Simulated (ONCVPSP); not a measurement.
# Varying the ONCV potential for silver

Base potential:

```
Element                 : silver (Ag)
Generator               : ONCVPSP 4.0.1
Type                    : optimised norm-conserving Vanderbilt (ONCV)
Functional              : PBEsol
Relativity              : fully relativistic
Frozen core             : [Ar] 3d10
Valence charge          : 19
Reference configuration : 4s2 4p6 4d10 5s1
Partial waves           : 4s+5s: rc 1.45 bohr, ncon 4, nbas 7, qcut 9.6 1/bohr, 2 projectors; 4p: rc 1.25 bohr, ncon 4, nbas 7, qcut 13.8 1/bohr, 1 projector; 4d: rc 1.10 bohr, ncon 3, nbas 7, qcut 10.2 1/bohr, local
Local potential         : the d channel
Core correction         : Teter function, fcfact 3, rcfact 1.35
```

Open shells are filled in proportion to 2j + 1.

Cutoffs, loose and tight: the cutoffs (Ha) at which the residual kinetic energy of the hardest occupied pseudo-wave falls to 1 and 0.1 mHa per electron. They do not see the model core or the augmentation charge, which bear on the density cutoff. Test errors are all-electron minus pseudo excitation energies from the reference, over the configurations 4s2 4p6 4d10 5s0; 4s2 4p6 4d9 5s0; 4s2 4p6 4d8 5s0; 4s2 4p6 4d9 5s2. A dash means not determined; rows that change the core or the reference have their own tests.

```tsv
change	outcome	cutoff, loose	cutoff, tight	bound ghosts	GHOST(+) flags above zero	largest test error (meV)
base	generated, misses its reference levels by 0.34 eV	57 Ha	68 Ha	none	s	+7.2
core correction Teter function, fcfact 3, rcfact 0.98	generated, misses its reference levels by 0.34 eV	57 Ha	68 Ha	none	s	+6.9
core correction Teter function, fcfact 3, rcfact 1.1	generated, misses its reference levels by 0.34 eV	57 Ha	68 Ha	none	s	+6.9
core correction Teter function, fcfact 3, rcfact 1.3	generated, misses its reference levels by 0.34 eV	57 Ha	68 Ha	none	s	+7.1
core correction Teter function, fcfact 3, rcfact 1.54	generated, misses its reference levels by 0.34 eV	57 Ha	68 Ha	none	s	+7.5
core correction Teter function, fcfact 3, rcfact 1.7	generated, misses its reference levels by 0.34 eV	57 Ha	68 Ha	none	s	+7.2
```

Problem. What comes out with this change to the base: core correction Teter function, fcfact 3, rcfact 2?

Solution. outcome: generated, misses its reference levels by 0.34 eV; cutoff, loose: 57 Ha; cutoff, tight: 68 Ha; bound ghosts: none; GHOST(+) flags above zero: s; largest test error (meV): -2.3.

Problem. What comes out with this change to the base: core correction Teter function, fcfact 3, rcfact 1.88?

Solution. outcome: generated, misses its reference levels by 0.34 eV; cutoff, loose: 57 Ha; cutoff, tight: 68 Ha; bound ghosts: none; GHOST(+) flags above zero: s; largest test error (meV): +4.0.

Reading the sweep of the rcfact (base included, trends over the rows without a ghost): The loose cutoff stays near 57 Ha. The median size of the test errors (rows with all tests solved) falls from 2.3 meV at 0.98 to 1.0 meV at 2, with one reversal.
